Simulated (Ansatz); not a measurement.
Coupled-cluster diagnostics for Cs₃⁻, Ansatz.

Geometry of the singlet (PBE/def2-TZVPD):

```xyz
3

Cs    1.2814   -2.9001    4.0593
Cs    0.0023   -0.0231   -0.0231
Cs   -1.2837    2.9232   -4.0362
```

In the def2 sets Cs takes a core potential; there is no spin–orbit coupling. Correlated methods freeze no core orbitals; core or outer-core shells of Cs are correlated, in sets that lack core-valence functions. The structure comes from a short search, and lower isomers may exist.

Estimate the CCSD(T) correlation energy, the shares of MP2 and (T), T1 and the reference's ⟨S²⟩ for: charge -1, singlet, own geometry in def2-TZVPPD; and the rough time on 4 threads of Intel Xeon on a shared host.


```tsv
state	basis	correlation (eV)	MP2 share (%)	(T) share (%)	T1	⟨S²⟩ (pure)	wall time	remarks
charge -1, singlet, own geometry	def2-TZVPPD	-14.268	88.6	3.5	0.025	0.00 (0.00)	13 s	large T1, restricted SCF unstable
```
Customary marks for T1 are 0.02 (closed shells), 0.045 (open shells) and about 0.05 (3d metals). T1 exceeds 0.02 in 1 of 1 rows and 0.045 in 0; the higher it lies, the less the single-reference result can be trusted.
